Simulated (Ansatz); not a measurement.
```xyz
8

S    -1.8882    1.3414    0.5949
S    -0.2562    1.5437    1.8089
S     1.3823    1.8490    0.6256
S     2.3546    0.0636    0.4131
S     1.8037   -0.7507   -1.3790
S     0.3406   -2.1337   -1.0257
S    -1.4667   -1.2591   -1.4086
S    -2.2702   -0.6541    0.3709
```

Total charge 0; spin multiplicity 1.

(1) List the CAM-B3LYP/def2-TZVPP orbital energies in eV (Ansatz 0.2.0). (An estimate is asked.)

Answers

(1) The calculation gave: Occupied: -2421.52, -2421.52, -2421.52, -2421.52, -2421.52, -2421.52, -2421.52, -2421.52, -219.44, -219.44, -219.44, -219.44, -219.44, -219.44, -219.44, -219.44, -164.06, -164.06, -164.06, -164.05, -164.05, -164.05, -164.05, -164.05, -163.95, -163.95, -163.95, -163.95, -163.95, -163.95, -163.95, -163.95, -163.79, -163.79, -163.79, -163.79, -163.79, -163.79, -163.79, -163.79, -26.37, -25.44, -25.44, -22.99, -22.99, -19.64, -19.64, -17.45, -14.56, -14.06, -14.06, -13.30, -12.20, -12.20, -12.17, -12.17, -11.15, -9.45, -9.44, -9.17, -9.17, -8.81, -8.79, -8.79. Lowest empty: -0.91, -0.91, -0.57, 0.22, 0.22, 0.38, 0.57, 0.57.
